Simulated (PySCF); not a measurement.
# Telling isomers of C₅H₈O₂Si apart by NMR

Averaged over atoms made equivalent by symmetry, fast rotation or ring inversion, non-relativistic, one computed conformer, isolated molecule. σ from GIAO-PBE0/pcSseg-1; coordinates at the GFN2-xTB level; PySCF 2.14.

Scale: 1H and 13C against TMS (reference shieldings calculated alike). Where no couplings were computed, multiplicities follow the n + 1 count of equivalent neighbours, and m marks all less simple cases (inequivalent or close neighbours, rings, F or P nearby). Shifts are as computed. Against solution values, carbons near 30 ppm lie about +3 ppm off and those near 130 ppm about +5 ppm. Of 1309 compounds with measured shifts, 239 miss one by over three times the rms of a fit or turn the order of signals round; such compounds aren't used in these exercises. OH and NH positions are gas-phase values without hydrogen bonding to other molecules.

(1) Tabulate the signals of `Cc1cc([SiH2]O)co1`, `CC#CC(=O)CO[SiH3]`, `CC#CC(=O)C[SiH2]O` and their relative energies.

(2) What is the quickest way to tell Cc1cc([SiH2]O)co1 from CC#CC(=O)C[SiH2]O?

(3) What is the quickest way to tell CC#CC(=O)CO[SiH3] from CC#CC(=O)C[SiH2]O?

(4) What is the quickest way to tell Cc1cc([SiH2]O)co1 from CC#CC(=O)CO[SiH3]?

## Answers

(1) 
| SMILES | carbon types | δC | δH | E rel. (kcal/mol) |
| --- | --- | --- | --- | --- |
| Cc1cc([SiH2]O)co1 | 2×C 2×CH 1×CH3 | 158.9, 151.6, 122.5, 115.4, 16.1 | 7.44 (m, 1H), 6.15 (m, 1H), 5.51 (s, 2H), 2.44 (s, 3H), 1.03 (br s, 1H) | 0.0 |
| CC#CC(=O)CO[SiH3] | 3×C 1×CH2 1×CH3 | 192.7, 107.6, 83.8, 74.8, 5.6 | 5.01 (s, 3H), 4.07 (s, 2H), 2.32 (s, 3H) | 55.8 |
| CC#CC(=O)C[SiH2]O | 3×C 1×CH2 1×CH3 | 194.1, 99.7, 87.3, 41.2, 5.2 | 5.02 (t, 2H), 3.55 (br s, 1H), 2.51 (t, 2H), 2.24 (s, 3H) | 30.5 |

Energies are electronic energies at PBE0/pcSseg-1 on these geometries, without zero-point or thermal terms, each for the one conformer computed, which needn't be the lowest.

(2) Both give the same number of carbon signals, but DEPT or the intensities differ. The first has an aromatic CH next to the ring oxygen at 151.6 ppm, the second an sp3 CH2 bonded to Si, α to a carbonyl at 41.2 ppm. Their most deshielded carbons lie at 158.9 and 194.1 ppm. In the proton spectra the most deshielded non-exchanging signals are 7.44 (m, 1H) and 5.02 (t, 2H).

(3) Both give the same number of carbon signals, with the same numbers of each carbon type, so the positions decide. The first has an sp3 CH2 bonded to O, α to a carbonyl at 74.8 ppm, the second an sp3 CH2 bonded to Si, α to a carbonyl at 41.2 ppm. Their most deshielded carbons lie at 192.7 and 194.1 ppm.

(4) Both give the same number of carbon signals, but DEPT or the intensities differ. The first has an aromatic CH next to the ring oxygen at 151.6 ppm, the second an sp3 CH2 bonded to O, α to a carbonyl at 74.8 ppm. Their most deshielded carbons lie at 158.9 and 192.7 ppm. In the proton spectra the most deshielded non-exchanging signals are 7.44 (m, 1H) and 5.01 (s, 3H).
